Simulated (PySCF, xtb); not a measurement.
Si(H)(OH)(SeH)2 (H₄OSe₂Si), SMILES O[SiH]([SeH])[SeH].

xtb with GFN2-xTB at its own geometry gives an orbital gap of 3.80 eV and a dipole moment of 2.15 D.

Geometry optimised at r2SCAN-D4/def2-SVP. The structure was generated by enumeration, and PubChem lists no compound with its InChIKey, so it may never have been made. The values are those of a single conformer.

What does PBE/def2-TZVP (PySCF) give? (Estimate from the structure and the level; the computed values follow.)

gap 4.79 eV (levels -6.14 and -1.35 eV), dipole 0.70 D.
